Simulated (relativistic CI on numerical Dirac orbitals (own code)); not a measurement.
Bi⁺: calculation against measurement

Computed by Dirac-Coulomb-Breit CI, KLI orbitals optimised for each configuration, model QED, valence Slater integrals scaled by 0.85, P86 correlation energy added to each configuration (own radial code, finite nucleus).

CI space (outside the closed core [Xe] 4f14 5d10): 6s2 6p2, 6s2 6p 7s, 6s 6p3, 6s2 6p 6d, 6s2 6p 7p, 6s2 6p 5f, 6s2 6p 7d, 6s2 6d2, 6p4, 6s2 6p 8s, 6s2 6p 8p, 6s 6p2 6d, 6s2 5f2, 6s2 6p 9s, 6s2 6p 6f, 6s2 6p 8d, 6s2 6p 5g, 6s2 6p 9p, 6s2 6p 7f. Levels of other configurations are missing.

```tsv
Configuration	Term (tabulated)	J	Measured (cm⁻¹)	Computed	Error	Purity (%)
6s2 6p2	(1/2,1/2)	0	0.0	0	0	81
6s2 6p2	(3/2,1/2)	1	13325.4	13184	-141	99
6s2 6p2	(3/2,1/2)	2	17031.7	17278	246	53
6s2 6p2	(3/2,3/2)	2	33938.7	33978	39	52
6s2 6p2	(3/2,3/2)	0	44173.8	43443	-731	79
6s2 6p 7s	(1/2,1/2)°	0	69133.9	72729	3595	99
6s2 6p 7s	(1/2,1/2)°	1	69598.5	73176	3578	69
6s2 6p 7s	(3/2,1/2)°	2	88771.4	93131	4360	99
6s2 6p 7s	(3/2,1/2)°	1	89885.7	94131	4245	56
6s2 6p 7p	(3/2,3/2)	3	108280.7	111607	3327	93
```

Measured levels from NIST Handbook of Basic Atomic Spectroscopic Data (Sansonetti and Martin, J. Phys. Chem. Ref. Data 34, 1559 (2005)); pairs were made by configuration, J and term (by order where the table uses no LS term), so strongly mixed levels may be paired wrongly.

Mean error by configuration (cm⁻¹): 6s2 6p2 -147; 6s2 6p 7s 3944; 6s2 6p 7p 3327. Over the excited levels the mean absolute error is 2251 cm⁻¹ (9 of the 25 excited levels that our extract of the source holds in range could be paired, and the others can miss by more), and the median relative error of those above 1,000 cm⁻¹ is 3.1 %.

Transition probabilities of persistent lines. The last column rescales the computed rate by the cube of measured over computed energy:

```csv
λ measured (Å),Lower,Upper,A tabulated (s⁻¹),A computed,A rescaled
1436.81 vacuum,"6s2 6p2 (1/2,1/2)_0","6s2 6p 7s (1/2,1/2)°_1",3.47e+08,3.27e+08,2.81e+08
1777.05 vacuum,"6s2 6p2 (3/2,1/2)_1","6s2 6p 7s (1/2,1/2)°_1",9.70e+07,1.90e+08,1.56e+08
1791.84 vacuum,"6s2 6p2 (3/2,1/2)_1","6s2 6p 7s (1/2,1/2)°_0",6.41e+08,9.97e+08,8.21e+08
1902.34 vacuum,"6s2 6p2 (3/2,1/2)_2","6s2 6p 7s (1/2,1/2)°_1",3.55e+08,6.47e+08,5.38e+08
```
